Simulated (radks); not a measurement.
Removal energies from the ruthenium ion Ru8+, [Kr], by Delta-SCF beside the eigenvalue of the level emptied. Calculated with a radial shooting solver on a logarithmic mesh with Libxc functionals: scalar-relativistic Kohn-Sham, LDA (Slater exchange, Perdew-Wang correlation), spin-polarised, spherical densities, finite nucleus; Fermi nuclear charge, rms radius of each element as measured or else 0.836 A^(1/3) + 0.57 fm. Open shells are filled with parallel spins first.

removed from        final configuration  Delta-SCF (eV)  -eigenvalue (eV)
4p                    [Ar] 3d10 4s2 4p5          179.65            169.34
4s                    [Ar] 3d10 4s1 4p6          212.61            201.70
3d                     [Ar] 3d9 4s2 4p6          432.67            409.33
3p            [Ne] 3s2 3p5 3d10 4s2 4p6          604.44            582.34
